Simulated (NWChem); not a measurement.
System: C3H8As, doublet; SMILES C[C]([AsH2])C

NWChem input:

```
start job
memory heap 200 mb stack 900 mb global 1100 mb
geometry units angstroms
  C     -1.202013     1.839817     0.008829
  C     -0.893839     0.431229    -0.376360
  C     -2.074589    -0.464787    -0.556681
  As     0.783275    -0.343053     0.188269
  H     -1.695416     1.894175     0.986973
  H     -1.884139     2.294932    -0.712202
  H     -0.290374     2.438230     0.055561
  H     -2.769246    -0.042770    -1.285834
  H     -2.635668    -0.589171     0.377602
  H     -1.763834    -1.453402    -0.899379
  H      0.882443    -1.269689    -0.994159
  H      1.624562     0.690359    -0.513197
end
basis spherical
  * library def2-svp
end
dft
  odft
  mult 2
  xc pbe0
  iterations 150
end
driver
  maxiter 120
end
task dft optimize
task dft freq
```

In the optimisation the excess spin sits in a' (Cs, its own frame).

The level has its own optimisation; frequencies are unscaled.

### Question
Predict the main results of this run. (PBE0/def2-SVP, spin-unrestricted.) Quantities: r C–C (Å); r As–C (Å); r As–H (Å); highest harmonic frequency (cm⁻¹); lowest (cm⁻¹); zero-point energy (kcal/mol); dipole (D).

### Answer
| Property | Value |
|---|---|
| r C–C (Å) | 1.491 |
| r As–C (Å) | 1.928 |
| r As–H (Å) | 1.527 |
| highest harmonic frequency (cm⁻¹) | 3138 |
| lowest (cm⁻¹) | 95 |
| zero-point energy (kcal/mol) | 59.7 |
| dipole (D) | 0.95 |
